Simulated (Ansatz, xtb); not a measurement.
**Two structures of AlH3OSe**

We compare X, `[OH][AlH][SeH]`, a singlet, with Y, a singlet given by its coordinates. Both are isolated molecules in the gas phase, relaxed with r2SCAN-D4/def2-TZVP; the shapes shown needn't be the lowest conformers.

X (Å):

```yaml
atoms:
  - { symbol: Al, position_ang: [0.7243, 0.7889, -0.3192] }
  - { symbol: O, position_ang: [-0.6884, 1.6322, -0.7295] }
  - { symbol: Se, position_ang: [0.8658, -1.3873, -1.0776] }
  - { symbol: H, position_ang: [-0.4537, -1.2514, -1.7104] }
  - { symbol: H, position_ang: [1.8881, 1.4299, 0.5295] }
  - { symbol: H, position_ang: [-0.8566, 2.5394, -0.4700] }
```

Y (Å):

| atom | x (Å) | y (Å) | z (Å) |
| --- | --- | --- | --- |
| Al | 0.7899 | -0.1179 | 0.7667 |
| O | 1.2227 | 0.0904 | -1.1290 |
| Se | -0.3545 | -1.9542 | 0.7397 |
| H | 0.6716 | -0.6401 | -1.4880 |
| H | 1.1490 | 0.8834 | -1.6796 |
| H | 1.4427 | 1.1662 | 1.4048 |

Close contacts (Å): Al1–O2 1.96, Al1–Se3 2.16, Al1–H6 1.58, O2–H4 0.98, O2–H5 0.97.

Q: Which of the two would you expect CCSD(T)/def2-TZVPP electronic energies to favour?

A: Structure X; the calculation gives E(Y) − E(X) = +1.170 eV.

The same difference at several levels:

```json
{"level": "GFN2-xTB", "geometry": "GFN2-xTB", "E(Y) − E(X) (eV)": "+1.366", "departure from the last row (eV)": "+0.196", "job, with rough time for the two": "optimisation, 0.88 s"}
{"level": "HF/STO-3G", "geometry": "GFN2-xTB", "E(Y) − E(X) (eV)": "+1.244", "departure from the last row (eV)": "+0.074", "job, with rough time for the two": "single point, 1.1 s"}
{"level": "r2SCAN-D4/def2-SVP", "geometry": "GFN2-xTB", "E(Y) − E(X) (eV)": "+0.971", "departure from the last row (eV)": "−0.199", "job, with rough time for the two": "single point, 4.8 s"}
{"level": "r2SCAN-D4/def2-TZVP", "geometry": "r2SCAN-D4/def2-TZVP", "E(Y) − E(X) (eV)": "+1.123", "departure from the last row (eV)": "−0.047", "job, with rough time for the two": "optimisation, 2.3 min"}
{"level": "HF/def2-TZVPP", "geometry": "r2SCAN-D4/def2-TZVP", "E(Y) − E(X) (eV)": "+1.238", "departure from the last row (eV)": "+0.069", "job, with rough time for the two": "part of the CCSD(T) run"}
{"level": "MP2/def2-TZVPP", "geometry": "r2SCAN-D4/def2-TZVP", "E(Y) − E(X) (eV)": "+1.157", "departure from the last row (eV)": "−0.013", "job, with rough time for the two": "part of the CCSD(T) run"}
{"level": "CCSD(T)/def2-TZVPP", "geometry": "r2SCAN-D4/def2-TZVP", "E(Y) − E(X) (eV)": "+1.170", "departure from the last row (eV)": "", "job, with rough time for the two": "single point, 1.8 min"}
```

The levels shown agree on the order. The largest departure from CCSD(T)/def2-TZVPP is that of r2SCAN-D4/def2-SVP, 0.199 eV.

With harmonic frequencies from r2SCAN-D4/def2-TZVP (ideal gas, rigid rotor, one conformer each, 298.15 K, 1 atm): on the last row, ΔE + ΔZPE = +1.274, ΔH = +1.271, ΔG = +1.270 eV.

The correlated steps freeze 15 core orbitals; the filled d shell of Se is correlated, in a basis made for valence electrons. Mirror images aren't counted in ΔG. Codes used: Ansatz 0.2.0, xtb 6.7.1; the last row on 2 threads of Intel(R) Xeon(R) Processor @ 2.50GHz (Skylake/Cascade Lake) on a shared host.
